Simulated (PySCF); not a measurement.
**Continuum solvent and chemical shifts**

Mapped SMILES: `[CH:1]#[C:2][c:3]1[cH:4][cH:5][cH:6][cH:7][o+:8]1` (H(Xn): hydrogen on atom n).

GIAO PBE0/pcSseg-1 in PySCF 2.14.0 with density-fitted response routines on one PBE0-D3(BJ)/def2-SVP conformer, non-relativistic, equivalent nuclei averaged. Solvents enter as an IEF-PCM continuum (benzene with ε = 2.3, tetrahydrofuran with ε = 7.4) around the gas-phase geometry. Shifts are referred to TMS computed in the same medium.

In benzene, δ in ppm: C7 173.1, C5 165.5, C3 160.9, C4 138.4, C6 131.7, C1 123.2, C2 77.2, H(C5) 9.24, H(C7) 9.16, H(C4) 8.42, H(C6) 8.36, H(C1) 5.51. Dipole moment 2.04 D.

Task: How does each δ change in the more polar medium?

Result: 
```json
{"atoms": "C7", "environment": "aromatic CH next to the ring oxygen", "Δδ, tetrahydrofuran": "+1.2"}
{"atoms": "C5", "environment": "aromatic CH", "Δδ, tetrahydrofuran": "+1.2"}
{"atoms": "C3", "environment": "substituted aromatic carbon next to the ring oxygen", "Δδ, tetrahydrofuran": "0.0"}
{"atoms": "C4", "environment": "aromatic CH", "Δδ, tetrahydrofuran": "+1.0"}
{"atoms": "C6", "environment": "aromatic CH", "Δδ, tetrahydrofuran": "+1.1"}
{"atoms": "C1", "environment": "terminal alkyne carbon", "Δδ, tetrahydrofuran": "-3.2"}
{"atoms": "C2", "environment": "alkyne carbon", "Δδ, tetrahydrofuran": "+0.6"}
{"atoms": "H(C5)", "environment": "hydrogen on an aromatic CH", "Δδ, tetrahydrofuran": "+0.09"}
{"atoms": "H(C7)", "environment": "hydrogen on an aromatic CH next to the ring oxygen", "Δδ, tetrahydrofuran": "+0.07"}
{"atoms": "H(C4)", "environment": "hydrogen on an aromatic CH", "Δδ, tetrahydrofuran": "+0.08"}
{"atoms": "H(C6)", "environment": "hydrogen on an aromatic CH", "Δδ, tetrahydrofuran": "+0.08"}
{"atoms": "H(C1)", "environment": "hydrogen on a terminal alkyne carbon", "Δδ, tetrahydrofuran": "-0.09"}
```

Changes are relative to benzene. The dipole moment becomes 2.47 D in tetrahydrofuran.

Task: Which nuclei move most (in ppm), and what does the model miss?

Result: C1 (terminal alkyne carbon, -3.2 ppm) in tetrahydrofuran. A continuum only polarises the solute; specific hydrogen bonds, the anisotropy of aromatic solvents and changes of geometry or conformer are outside it, as are counter-ions.
